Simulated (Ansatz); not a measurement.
Wavefunction ladder for CH$_{4}$AlClO$_{2}$ (`O[CH2][Al]([OH])[Cl]`)

```csv
atom,x (Å),y (Å),z (Å)
O1,-0.4733,-0.7973,1.8392
C2,-0.1315,0.3553,1.0745
Al3,0.1821,-0.0507,-0.8180
O4,1.1025,0.9313,-1.8306
Cl5,-0.7360,-1.7961,-1.5586
H6,-1.1087,-1.3236,1.3478
H7,0.7889,0.7588,1.5086
H8,-0.8818,1.1513,1.1967
H9,1.2579,0.7710,-2.7597
```

Charge 0, multiplicity 1. The geometry is a stationary point of PBE0-D4/def2-TZVP. It is one conformer, not always the lowest. Frozen core, restricted reference, Ansatz 0.2.0. CBS rows extrapolate triple and quadruple zeta; past MP2 they add the triple-zeta difference.

```json
{"basis": "def2-TZVPP", "HF (Eh)": "-891.56967", "MP2 corr.": "-0.91574", "CCSD corr.": "-0.94932", "(T)": "-0.03594", "CCSD(T) total": "-892.55493"}
{"basis": "def2-QZVPP", "HF (Eh)": "-891.59870", "MP2 corr.": "-0.99285", "CCSD corr.": "–", "(T)": "–", "CCSD(T) total": "–"}
{"basis": "CBS(def2)", "HF (Eh)": "-891.60270", "MP2 corr.": "-1.04996", "CCSD corr.": "-1.08355", "(T)": "as TZ", "CCSD(T) total": "-892.72219"}
```
